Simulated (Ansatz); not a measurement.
Reaction (ligand exchange at a Ge–O bond): `C[O][GeH2][I]` + HCl → `[Cl][GeH2][I]` + CH₃OH

Gas-phase electronic energies from Ansatz, PBE0-D4/def2-TZVP geometries. CBS: MP2 limit from def2 TZ/QZ plus the TZ coupled-cluster correction, frozen cores. This one scheme is used for every species. def2 core potentials past Kr. For Ge, I outer-core shells are correlated without core-valence functions, which leaves a few kJ/mol of doubt a bond. Scalar relativity is left out up to krypton. One conformer a species, not always the lowest.

`C[O][GeH2][I]`:

```xyz
9

C    -1.203   -0.205   -0.783
O    -0.582    0.550    0.234
Ge    1.087    0.124    0.652
I     1.736    1.721    2.452
H    -0.677   -0.119   -1.742
H    -1.279   -1.268   -0.522
H    -2.215    0.186   -0.915
H     1.136   -1.314    1.196
H     1.997    0.327   -0.572
```

HCl:

Cartesian coordinates in Å:
```
Cl -0.131 0.375 -0.501
H 0.131 -0.375 0.501
```

`[Cl][GeH2][I]`:

Z-matrix (Å, degrees):
```
Ge
Cl 1 2.145
I 1 2.499 2 109.2
H 1 1.530 2 107.6 3 118.0
H 1 1.530 2 107.6 3 -118.0
```

CH₃OH:

Cartesian coordinates in Å:
```
C -0.064 0.291 -0.194
O 0.709 -0.656 0.506
H 0.625 1.040 -0.586
H -0.789 0.801 0.453
H -0.602 -0.152 -1.041
H 0.122 -1.325 0.862
```

| level | ΔE (kcal/mol) |
| --- | --- |
| MP2/def2-TZVPP | -10.1 |
| CCSD(T)/def2-TZVPP | -9.7 |

What does CCSD(T)/CBS give? (An estimate is asked.)

Ansatz gave: -10.6 kcal/mol. The listed levels differ from it by 0.5, 0.9 kcal/mol.

Largest T1 diagnostic among the species: 0.010.

From r2SCAN to r2SCAN0 (25 % exact exchange), in def2-TZVPP and without D4, ΔE moves by −0.7 kcal/mol. In def2-TZVPP, CCSD(T) changes the Hartree–Fock value by +2.8 kcal/mol (the triples alone add +0.3 kcal/mol) and MP2 by +2.4 kcal/mol. At CCSD(T), def2-SVP lies +1.6 kcal/mol from the extrapolated value and def2-TZVPP +1.0 kcal/mol.
